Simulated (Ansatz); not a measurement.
Input for Ansatz (an electronic-structure program): U-PBE/def2-TZVPP on H3NSi (SMILES [N][SiH3]), 2S+1 = 3, a spin state set in the input, which need not be the lowest, at the other state's geometry.

Ansatz 0.2 input:
```yaml
crystal:
  periodic: [false, false, false]
  atoms:
    - {symbol: N, position_ang: [1.31272367, -0.00780448, -0.14857023]}
    - {symbol: Si, position_ang: [-0.45649001, 0.00271395, 0.05166421]}
    - {symbol: H, position_ang: [-0.93372493, 1.40725305, 0.02318666]}
    - {symbol: H, position_ang: [-0.79530550, -0.62432483, 1.35294076]}
    - {symbol: H, position_ang: [-1.06917513, -0.76629217, -1.05943469]}
basis:
  gaussian:
    orbitals: def2-TZVPP
hamiltonian:
  xc: {name: PBE}
magnetization: {spin_polarized: true, initial_magnetization: 2}
```

Problem. Give the final energy of this run.

Solution. -345.7309 hartree.
